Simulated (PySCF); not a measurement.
## Frontier orbitals and the lowest excitations

Compound: C6H10BCl.
Cartesian coordinates in Å at the GFN2-xTB level; atoms count from 1:
```
atom  x, y, z in Å
B1    -2.2976    0.1722   -1.1930
C2    -1.2235   -0.9200   -0.8448
C3    -0.3814   -0.6494    0.3758
C4    -1.0692   -0.8170    1.7011
C5     0.8628   -0.2890    0.2793
C6     2.1001    0.1010    0.1764
C7     2.4917    1.5335    0.0392
Cl8    3.0204    1.8664   -1.6543
H9    -3.0326   -0.0299   -2.0796
H10   -2.3653    1.1760   -0.5982
H11   -1.7020   -1.8983   -0.7324
H12   -0.5700   -1.0192   -1.7181
H13   -1.9713   -0.2072    1.7252
H14   -1.3627   -1.8577    1.8401
H15   -0.4174   -0.5249    2.5203
H16    2.9109   -0.6162    0.1446
H17    3.3437    1.7846    0.6704
H18    1.6545    2.2013    0.2363
```

Method used: PySCF, TDDFT B3LYP/def2-SVPD, vertical, gas phase, core orbitals frozen in the response.

Kohn–Sham orbitals with the atoms that hold most of them (Löwdin shares over 4%, at most four atoms; ? is withheld):

```tsv
orbital	ε (eV)	atoms
HOMO-3	-8.33	Cl8 73%, C7 11%, C6 6%
HOMO-2	-8.12	Cl8 80%, C7 12%
HOMO-1	-7.31	?
HOMO	-6.91	C5 30%, C3 28%, C6 8%, C2 6%
LUMO	-1.82	?
LUMO+1	-0.46	Cl8 27%, C5 22%, C6 17%, C7 14%
LUMO+2	0.08	C3 20%, C5 18%, C6 13%, C7 8%
```

Question: Give the leading atoms of the LUMO.

Answer: B1 (bonded to C and 2 H) 55%; C2 (bonded to B, C and 2 H) 14%; H10 (bonded to B) 11%; H9 (bonded to B) 10%. By element: boron 55%, hydrogen 21% or more, carbon 14% or more.

Question: Give the leading atoms of the HOMO-1.

Answer: C6 (bonded to 2 C and H) 34%; C5 (bonded to 2 C) 30%; Cl8 (bonded to C) 12%; C3 (bonded to 3 C) 6%. By element: carbon 70% or more, chlorine 12%.

Question: The HOMO–LUMO gap is 5.09 eV. Where does the response calculation put the lowest singlet, and from which orbitals?

Answer: S1 is at 4.16 eV (f = 0.0016), 0.93 eV below the gap, made of HOMO→LUMO (99%). Without the coupling terms of the response equations the lowest excitation would equal the gap.

Question: One configuration dominates each of S1, S2, S3 and S4. Which, and how do the shares of the two leading atoms of either orbital change from the occupied to the empty one?

Answer: 
- S1 (4.16 eV, f 0.0016), HOMO→LUMO (99%): C5 30% → at most 10%, C3 28% → at most 10%, B1 at most 7% → 55%, C2 6% → 14%
- S2 (4.75 eV, f 0.0001), HOMO-1→LUMO (99%): C6 34% → at most 10%, C5 30% → at most 10%, B1 at most 7% → 55%, C2 at most 7% → 14%
- S3 (5.21 eV, f 0.0067), HOMO→LUMO+1 (91%): C5 30% → 22%, C3 28% → at most 14%, Cl8 at most 7% → 27%
- S4 (5.77 eV, f 0.0001), HOMO-2→LUMO (100%): Cl8 80% → at most 10%, C7 12% → at most 10%, B1 at most 4% → 55%, C2 at most 4% → 14%

One conformer stands for the species.
